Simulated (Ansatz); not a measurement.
Cartesian coordinates in Å:
```
F 1.014 -2.066 0.139
Ge 0.143 -0.809 -0.726
In -0.260 1.190 0.912
H 1.036 -0.493 -1.947
H -1.135 -1.510 -1.239
H 0.301 1.109 2.536
H -1.099 2.580 0.325
```

Total charge 0; spin multiplicity 1. In: def2 effective core potential.

**Question.** List the PBE0/def2-TZVPP orbital energies in eV (Ansatz 0.2.0). (Best estimate.)

**Answer.** The calculation gave: Occupied: -10860.47, -1358.68, -1208.51, -1208.49, -1208.48, -672.66, -171.44, -128.74, -121.28, -121.19, -121.19, -85.24, -84.92, -84.88, -34.46, -34.05, -34.04, -33.98, -33.95, -31.22, -21.85, -21.68, -21.63, -21.56, -21.50, -15.53, -12.17, -11.61, -11.42, -10.93, -9.34, -8.54, -7.52. Lowest empty: -2.37, -0.47, -0.38, 0.89, 1.54, 1.57, 1.99, 2.53.
